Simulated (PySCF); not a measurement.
One molecule, a ladder of functionals, a line

Molecule: SMILES C1C[SiH](S)C1, C3H8SSi.

Structure with atom numbers: `[SH:1][SiH:2]1[CH2:3][CH2:4][CH2:5]1`. Hydrogens are named by the atom that carries them. Ha(C3), Ha(C4), Ha(C5) are cis to S1 on the ring; Hb(C3), Hb(C4), Hb(C5) are trans to S1 on the ring.

GIAO shieldings (ppm, equivalent atoms averaged) in PySCF 2.14 on the PBE0-D3(BJ)/def2-SVP geometry, basis pcSseg-1, gas phase, non-relativistic:

```tsv
functional	exact exchange (%)	σ(S1)	σ(Si2)	σ(C3/C5)
BLYP	0	659.4	314.2	151.1
BP86	0	677.5	325.1	156.4
PBE	0	679.6	326.4	156.9
PBE0	25	702.4	343.3	163.3
mPW1PW91	25	699.3	341.7	162.4
BHandHLYP	50	703.7	349.0	163.7
HF	100	742.4	386.7	174.2
```

Question: Fit each shielding as a line in the percentage of exact exchange.

Answer: σ(S1) = 675.4 + 0.68 x (rms 8.1 ppm); σ(Si2) = 322.9 + 0.63 x (rms 4.7 ppm); σ(C3/C5) = 155.7 + 0.19 x (rms 2.3 ppm). The functionals also differ in their semilocal parts, which the line can't hold; Hartree–Fock has no correlation at all.

Question: What does the line predict for B3LYP (20 %), and what does the run give?

Answer: σ(S1): 689.0 predicted, 679.2 computed; σ(Si2): 335.5 predicted, 328.3 computed; σ(C3/C5): 159.5 predicted, 156.8 computed ppm.
